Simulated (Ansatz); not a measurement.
Reaction (ligand exchange at the Si–C bond): `O[Si](O)(F)C[SiH2]Cl` + `O[SiH](F)S` → `O[SiH](F)S[SiH2]Cl` + `C[Si](O)(O)F`

Gas-phase electronic energies from Ansatz, PBE0-D4/def2-TZVP geometries. CBS: MP2 limit from def2 TZ/QZ plus the TZ coupled-cluster correction, frozen cores. This one scheme is used for every species. DFT in def2-TZVPP. B3LYP here is the variant with VWN-RPA as its local correlation; programs differ in this. One conformer a species, not always the lowest.

Question: Is it downhill or uphill in electronic energy at CCSD(T)/CBS, and by how much? (Estimate.)

Answer: Computed: Downhill: ΔE = -50.9 kJ/mol.

Question: What do these levels give: ωB97X-V, PBE, r2SCAN, B3LYP, SCS-MP2/def2-TZVPP, MP2/def2-QZVPP? (Estimate.)

Answer: The calculation gave: ωB97X-V -49.2, PBE -53.4, r2SCAN -53.5, B3LYP -52.1, SCS-MP2/def2-TZVPP -51.0, MP2/def2-QZVPP -54.1 kJ/mol.

Largest T1 diagnostic among the species: 0.012.
